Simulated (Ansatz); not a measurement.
Wavefunction ladder for C$_{3}$H$_{11}$BOS

Z-matrix (Å, degrees):
```
C
O 1 1.412
H 1 1.090 2 107.8
H 1 1.094 2 111.2 3 119.3
H 1 1.093 2 111.4 3 -119.3
B 2 1.365 1 122.0 3 179.3
C 6 1.569 2 116.1 1 178.7
C 6 1.573 2 121.2 1 -0.7
H 7 1.096 6 109.8 2 116.4
H 7 1.095 6 110.7 2 -127.8
H 7 1.092 6 113.6 2 -4.8
H 8 1.091 6 112.8 2 -173.9
H 8 1.095 6 112.5 2 -51.2
H 8 1.097 6 109.6 2 66.4
H 2 2.375 1 102.8 3 -77.0
S 15 1.344 2 143.4 1 -71.9
H 16 1.341 15 92.2 2 -93.2
```

Charge 0, multiplicity 1. The bonds changed during the relaxation, so this is another structure than the one it started from. The structure was optimised at the PBE0-D4/def2-TZVP level. It is one conformer, not always the lowest. Frozen core, restricted reference, Ansatz 0.2.0.

```csv
basis,HF (Eh),MP2 corr.
def2-SVP,-616.85845,-0.84938
def2-TZVPP,-617.24380,-1.06589
def2-QZVPP,-617.26583,-1.14096
```

(1) Estimate the CCSD correlation energy and the (T) correction in each basis where they were run (hartree).

## Answers

(1) 
```tsv
basis	CCSD corr.	(T)
def2-SVP	-0.93127	-0.02468
```
